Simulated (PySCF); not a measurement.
Numbering as in the mapped SMILES `[CH3:1][CH2:2][O:3][C:4]([F:5])([F:6])[O:7][CH3:8]`; H(Xn) means a hydrogen on atom n.

[PySCF 2.14.0 with density-fitted response routines: GFN2-xTB structure; σ from GIAO-PBE0/pcSseg-1; averaged over atoms made equivalent by symmetry, fast rotation or ring inversion; a single conformation; non-relativistic Hamiltonian; in vacuum]

List the cross peaks expected in HSQC, COSY and HMBC spectra.

Answers



HSQC (one-bond C–H):
```tsv
δH	δC
4.23 (H(C2))	67.1 (C2)
3.79 (H(C8))	55.3 (C8)
1.44 (H(C1))	19.0 (C1)
```

COSY cross peaks (H two or three bonds apart, from the bond graph; peaks can be absent where the dihedral angle is near 90°):
```tsv
δH	δH
4.23 (H(C2))	1.44 (H(C1))
```

HMBC (two and three bonds, from the bond graph):
```tsv
δH	δC
4.23 (H(C2))	133.0 (C4), 19.0 (C1)
3.79 (H(C8))	133.0 (C4)
1.44 (H(C1))	67.1 (C2)
```

δ = σ(ref) − σ, references computed at the same level: TMS for 1H (σ = 31.72 ppm), 13C (σ = 186.93 ppm).

Shifts are as computed. Against solution values, carbons near 30 ppm lie about +3 ppm off and those near 130 ppm about +5 ppm. Of 1211 compounds with measured shifts, 218 miss one by over three times the rms of a fit or turn the order of signals round; such compounds aren't used in these exercises.
